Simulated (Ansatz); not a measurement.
Basis-set series for C$_{2}$H$_{6}$AlBFN. The species carries charge 0 and has multiplicity 1. The bonds changed during the relaxation, so this is another structure than the one it started from. Geometry: relaxed with PBE0-D4/def2-TZVP. It is one conformer, not always the lowest.

```tsv
atom	x (Å)	y (Å)	z (Å)
N1	-0.313	-1.525	0.000
C2	-1.053	-0.217	-0.280
B3	-0.400	0.719	0.848
C4	0.709	1.518	0.254
F5	1.698	2.147	0.954
Al6	0.722	-0.148	-0.996
H7	-0.279	-1.805	0.977
H8	-0.658	-2.300	-0.555
H9	-2.123	-0.325	-0.411
H10	-0.501	0.486	2.026
H11	0.496	2.072	-0.680
H12	1.703	-0.623	-2.137
```

| functional | basis | functions | energy (Eh) | HOMO (eV) | LUMO (eV) |
| --- | --- | --- | --- | --- | --- |
| PBE0-D4 | def2-SVP | 118 | -500.98457 | -6.53 | -0.58 |
| PBE0-D4 | def2-QZVPP | 535 | -501.39121 | -6.60 | -0.86 |
| ωB97M-V | def2-SVP | 118 | -501.26025 | -8.71 | 1.33 |
| ωB97M-V | def2-QZVPP | 535 | -501.67498 | -8.81 | 0.58 |

(1) Give the rows for def2-TZVPP. (An estimate is asked.)

Answers

(1) Ansatz gave: 
```
functional       basis  functions  energy (Eh)  HOMO (eV)  LUMO (eV)
   PBE0-D4  def2-TZVPP        281   -501.36937      -6.58      -0.77
   ωB97M-V  def2-TZVPP        281   -501.65426      -8.79       0.96
```

Positive LUMOs are unbound and depend on the basis.
